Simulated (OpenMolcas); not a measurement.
An atom or ion with 34 electrons was computed by XMS-CASPT2, IPEA 0.25 Eh, imaginary shift 0.1 Eh with spin-orbit coupling (OpenMolcas, ANO-RCC-VTZP, DKH2). The lowest levels that the run gave, each within 12 % of the measured value where one is at hand:

```
J  Parity  E (cm⁻¹)      g
2    even       0.0  1.494
1    even      1760  1.501
0    even      2310       
2    even     10230  1.007
0    even     23450
```

Question: Which ion is it, and what are the configurations and terms?

Answer: Se (Z = 34, neutral; active space 6 electrons in 8 orbitals (4s 4p 5s 5p)). J, parity and g give the terms where levels are pure, and mixed ones are named by the computed weights; the size of the splittings, set against known spectra of the 34-electron sequence, gives the charge. In order, with the measured energies in cm⁻¹ (NIST Handbook of Basic Atomic Spectroscopic Data): 4s² 4p⁴ ³P₂, 4s² 4p⁴ ³P₁ (1989), 4s² 4p⁴ ³P₀ (2534), 4s² 4p⁴ ¹D₂ (9576), 4s² 4p⁴ ¹S₀ (22446).

Term energies are means over components that CASPT2 splits; among the terms shown or strongly mixed into the levels shown the widest spread is 100 cm-1 (4s² 4p⁴ ¹D). Active for correlation alone: 5p 5s; no level in the range computed is led by a configuration that fills them, so any true level of that kind is missing. Measured partners are found by configuration, term and J. A level has none where our copy of the source lacks it or the pairing is in doubt (some pairs that miss far off the trend of their configuration count as doubtful), and it then counts in no deviation. Levels of configurations outside the active space are missing.
